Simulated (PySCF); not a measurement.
PySCF input for AuH6N2, SMILES [NH3]->[Au][NH3+], charge +1, multiplicity 1, PBE-D3(BJ)/def2-SVP. Coordinates come from a PBE-D3(BJ)/def2-SVP optimisation. The multiplicity is an assumed one; other spin states were not compared. The def2 effective core potentials stand for the cores of Au; spin–orbit coupling is left out.

```python
import numpy as np
from pyscf import gto, scf, dft, df
from pyscf.hessian import thermo

mol = gto.M(
    atom='''
    Au    0.00000000   -0.00000000   -0.00000000
    N     0.00000000    0.00000000    2.07202909
    H    -0.46311849    0.83901463    2.45769405
    H    -0.49504874   -0.82057969    2.45769405
    H     0.95816723   -0.01843494    2.45769405
    N    -0.00000000   -0.00000000   -2.07202909
    H    -0.46311848   -0.83901463   -2.45769405
    H    -0.49504875    0.82057969   -2.45769404
    H     0.95816723    0.01843495   -2.45769405
    ''',
    basis='def2-SVP',
    ecp={'Au': 'def2-svp'},
    charge=1,
    spin=0,
    max_memory=1600,
    verbose=3,
)
mf = dft.RKS(mol, xc='pbe').density_fit(auxbasis='def2-universal-jkfit')
mf.disp = 'd3bj'
mf.grids.level = 3
mf.conv_tol = 1e-11
mf.max_cycle = 100
mf.kernel()

# [left out here: the lines that compute and print the analytic Hessian (its translational invariance restored by hand, since the grid's response is missing), thermochemistry and intensities]
```

Output:

```
converged SCF energy = -248.51066576263

WARN: DFTD3 does not support analytical Hessian, using finite difference


WARN: Mole.unit (angstrom) is changed to Bohr

Mode                                 0                   1                   2
Irrep
Freq [cm^-1]                       27.7055            163.9306            163.9337
Reduced mass [au]                   1.0080              3.2069              3.2069
Force const [Dyne/A]                0.0005              0.0508              0.0508
Char temp [K]                      39.8621            235.8596            235.8641
Normal mode                   x     y     z       x     y     z       x     y     z
       0  Au                 0.00  0.00  0.00   -0.03  0.01 -0.00   -0.01 -0.03 -0.00
       1   N                -0.00  0.00 -0.00    0.14 -0.03  0.00    0.03  0.14  0.00
       2   H                -0.36 -0.20 -0.00    0.19 -0.04  0.08    0.04  0.19 -0.09
       3   H                 0.35 -0.21 -0.00    0.19 -0.04  0.04    0.04  0.19  0.11
       4   H                 0.01  0.41 -0.00    0.19 -0.04 -0.12    0.04  0.19 -0.02
       5   N                -0.00 -0.00  0.00    0.14 -0.03 -0.00    0.03  0.14 -0.00
       6   H                -0.36  0.20  0.00    0.19 -0.04 -0.04    0.04  0.19 -0.11
       7   H                 0.35  0.21  0.00    0.19 -0.04 -0.08    0.04  0.19  0.09
       8   H                 0.01 -0.41  0.00    0.19 -0.04  0.12    0.04  0.19  0.03
Mode                                 3                   4                   5
Irrep
Freq [cm^-1]                      470.0905            479.1786            709.2146
Reduced mass [au]                   4.3337              4.7957              1.1296
Force const [Dyne/A]                0.5643              0.6488              0.3348
Char temp [K]                     676.3556            689.4314           1020.4020
Normal mode                   x     y     z       x     y     z       x     y     z
       0  Au                -0.00 -0.00 -0.00    0.00 -0.00  0.03    0.00  0.00  0.00
       1   N                 0.00  0.00 -0.17   -0.00  0.00 -0.16    0.06  0.00 -0.00
       2   H                 0.00 -0.00 -0.17   -0.00  0.00 -0.16   -0.17 -0.02 -0.23
       3   H                 0.00  0.00 -0.17   -0.00 -0.00 -0.16   -0.16  0.01 -0.26
       4   H                -0.00 -0.00 -0.17    0.00 -0.00 -0.16   -0.14 -0.00  0.49
       5   N                 0.00  0.00  0.17   -0.00 -0.00 -0.16   -0.06 -0.00 -0.00
       6   H                 0.00  0.00  0.17    0.00  0.00 -0.16    0.17 -0.01 -0.25
       7   H                 0.00 -0.00  0.17    0.00 -0.00 -0.16    0.16  0.02 -0.25
       8   H                -0.00  0.00  0.17   -0.00 -0.00 -0.16    0.14  0.00  0.49
Mode                                 6                   7                   8
Irrep
Freq [cm^-1]                      709.2196            771.6973            771.7020
Reduced mass [au]                   1.1296              1.1973              1.1973
Force const [Dyne/A]                0.3348              0.4201              0.4201
Char temp [K]                    1020.4090           1110.3006           1110.3074
Normal mode                   x     y     z       x     y     z       x     y     z
       0  Au                 0.00 -0.00  0.00    0.01  0.00 -0.00    0.00 -0.01  0.00
       1   N                 0.00 -0.06 -0.00   -0.08 -0.00  0.00   -0.00  0.08  0.00
       2   H                 0.01  0.14 -0.44    0.15  0.02  0.22   -0.01 -0.13  0.43
       3   H                -0.02  0.15  0.42    0.15 -0.02  0.26    0.03 -0.13 -0.40
       4   H                -0.00  0.17  0.02    0.12  0.01 -0.48    0.00 -0.16 -0.03
       5   N                -0.00  0.06 -0.00   -0.08 -0.00 -0.00   -0.00  0.08 -0.00
       6   H                 0.02 -0.15  0.43    0.15 -0.01 -0.25    0.03 -0.13  0.41
       7   H                -0.01 -0.15 -0.43    0.15  0.03 -0.23   -0.01 -0.13 -0.42
       8   H                 0.00 -0.17  0.00    0.12  0.01  0.48    0.01 -0.16  0.01
Mode                                 9                  10                  11
Irrep
Freq [cm^-1]                     1268.1484           1268.9292           1572.4100
Reduced mass [au]                   1.1703              1.1869              1.0553
Force const [Dyne/A]                1.1089              1.1260              1.5373
Char temp [K]                    1824.5833           1825.7067           2262.3480
Normal mode                   x     y     z       x     y     z       x     y     z
       0  Au                -0.00  0.00  0.00   -0.00 -0.00 -0.00    0.00 -0.00  0.00
       1   N                 0.00  0.00  0.07    0.00  0.00  0.08    0.04  0.00 -0.00
       2   H                -0.07  0.13 -0.34   -0.07  0.13 -0.34   -0.38 -0.26  0.09
       3   H                -0.08 -0.13 -0.34   -0.08 -0.13 -0.34   -0.33  0.27  0.11
       4   H                 0.15 -0.00 -0.34    0.15 -0.00 -0.34    0.11 -0.05 -0.20
       5   N                 0.00 -0.00 -0.07   -0.00  0.00  0.08   -0.04 -0.01 -0.00
       6   H                -0.07 -0.13  0.34    0.07  0.13 -0.34    0.33 -0.26  0.12
       7   H                -0.08  0.13  0.34    0.08 -0.13 -0.34    0.38  0.28  0.08
       8   H                 0.15  0.00  0.34   -0.15 -0.00 -0.34   -0.11  0.05 -0.20
Mode                                12                  13                  14
Irrep
Freq [cm^-1]                     1572.4170           1574.4398           1574.4466
Reduced mass [au]                   1.0553              1.0523              1.0523
Force const [Dyne/A]                1.5373              1.5368              1.5368
Char temp [K]                    2262.3580           2265.2683           2265.2781
Normal mode                   x     y     z       x     y     z       x     y     z
       0  Au                -0.00 -0.00  0.00    0.00  0.00  0.00    0.00 -0.00  0.00
       1   N                 0.00 -0.04  0.00    0.04  0.00 -0.00    0.00 -0.04  0.00
       2   H                 0.24  0.02  0.18   -0.38 -0.26  0.09    0.24  0.02  0.19
       3   H                -0.30  0.07 -0.17   -0.33  0.27  0.12   -0.30  0.08 -0.17
       4   H                 0.02  0.51 -0.02    0.11 -0.05 -0.20    0.02  0.51 -0.02
       5   N                -0.01  0.04 -0.00    0.04  0.01  0.00    0.01 -0.04  0.00
       6   H                 0.31 -0.07 -0.16   -0.33  0.26 -0.12   -0.31  0.07  0.17
       7   H                -0.23 -0.02  0.18   -0.38 -0.28 -0.08    0.23  0.02 -0.19
       8   H                -0.00 -0.51 -0.02    0.11 -0.06  0.20    0.00  0.51  0.02
Mode                                15                  16                  17
Irrep
Freq [cm^-1]                     3359.0364           3360.8588           3460.0733
Reduced mass [au]                   1.0303              1.0306              1.0910
Force const [Dyne/A]                6.8495              6.8589              7.6959
Char temp [K]                    4832.9055           4835.5275           4978.2751
Normal mode                   x     y     z       x     y     z       x     y     z
       0  Au                 0.00  0.00 -0.00   -0.00 -0.00  0.00   -0.00 -0.00  0.00
       1   N                -0.00  0.00 -0.03   -0.00  0.00 -0.03    0.01  0.05  0.00
       2   H                -0.18  0.33  0.14   -0.18  0.33  0.13    0.20 -0.34 -0.16
       3   H                -0.20 -0.33  0.14   -0.19 -0.32  0.13   -0.27 -0.43  0.20
       4   H                 0.38 -0.01  0.14    0.37 -0.01  0.13   -0.11  0.01 -0.04
       5   N                 0.00 -0.00 -0.03   -0.00 -0.00  0.03   -0.00 -0.05  0.00
       6   H                 0.18  0.33  0.13   -0.18 -0.33 -0.14    0.22  0.38  0.17
       7   H                 0.19 -0.32  0.13   -0.20  0.33 -0.14   -0.22  0.35 -0.16
       8   H                -0.37 -0.01  0.13    0.38  0.01 -0.14    0.03 -0.01 -0.01
Mode                                18                  19                  20
Irrep
Freq [cm^-1]                     3460.0759           3460.1106           3460.1119
Reduced mass [au]                   1.0910              1.0913              1.0913
Force const [Dyne/A]                7.6959              7.6981              7.6981
Char temp [K]                    4978.2788           4978.3288           4978.3306
Normal mode                   x     y     z       x     y     z       x     y     z
       0  Au                -0.00 -0.00  0.00    0.00  0.00 -0.00   -0.00  0.00 -0.00
       1   N                -0.05  0.01  0.00   -0.05 -0.00  0.00    0.00 -0.05  0.00
       2   H                 0.16 -0.31 -0.14    0.10 -0.20 -0.09   -0.22  0.38  0.17
       3   H                 0.07  0.13 -0.06    0.14  0.25 -0.11    0.21  0.34 -0.16
       4   H                 0.50 -0.01  0.20    0.51 -0.01  0.20   -0.04 -0.01 -0.02
       5   N                 0.05 -0.00  0.00   -0.05 -0.01 -0.00    0.01 -0.05 -0.00
       6   H                -0.11 -0.21 -0.09    0.17  0.32  0.14    0.19  0.33  0.15
       7   H                -0.13  0.24 -0.11    0.06 -0.12  0.05   -0.27  0.44 -0.20
       8   H                -0.51 -0.01  0.20    0.50  0.01 -0.20   -0.13 -0.01  0.05
temperature 298.1500 [K]
pressure 101325.00 [Pa]
Rotational constants [GHz] 90.98338 3.16690 3.16690
Symmetry number 6
Zero-point energy (ZPE) 0.07668 [Eh]   201317.935 [J/mol]
                           tot       elec      trans        rot        vib
Entropy [J/mol/K]       316.435      0.000    176.624     82.928     56.883
Cv [J/mol/K]             74.944      0.000     12.472     12.472     50.001
Cp [J/mol/K]             83.259      0.000     20.786     12.472     50.001
Internal energy [J/mol]                      3718.434   3718.434 209300.474
Internal energy [Eh]   -248.42811  -248.51067
Enthalpy [J/mol]                             6197.391   3718.434 209300.474
Enthalpy [Eh]          -248.42717
Gibbs free energy [J/mol]                  -46462.909 -21006.614 192340.865
Gibbs free energy [Eh] -248.46310
mode   freq/cm-1   IR/(km/mol)
   1       27.71         0.000
   2      163.93        40.330
   3      163.93        40.329
   4      470.09         0.000
   5      479.18         0.085
   6      709.21         0.000
   7      709.22         0.000
   8      771.70        52.765
   9      771.70        52.771
  10     1268.15         0.001
  11     1268.93       140.646
  12     1572.41         0.051
  13     1572.42         0.051
  14     1574.44        54.003
  15     1574.45        54.007
  16     3359.04       101.516
  17     3360.86         0.009
  18     3460.07         1.868
  19     3460.08         2.421
  20     3460.11       173.620
  21     3460.11       173.434
max |gradient| / (hartree/bohr): 1.1680093010129014e-05
APT charges: [ 0.3501 -0.3174  0.2141  0.2141  0.2141 -0.3174  0.2141  0.2141  0.2141]
```

The calculation finished and met its thresholds.

Cost: very roughly 40 core-seconds.
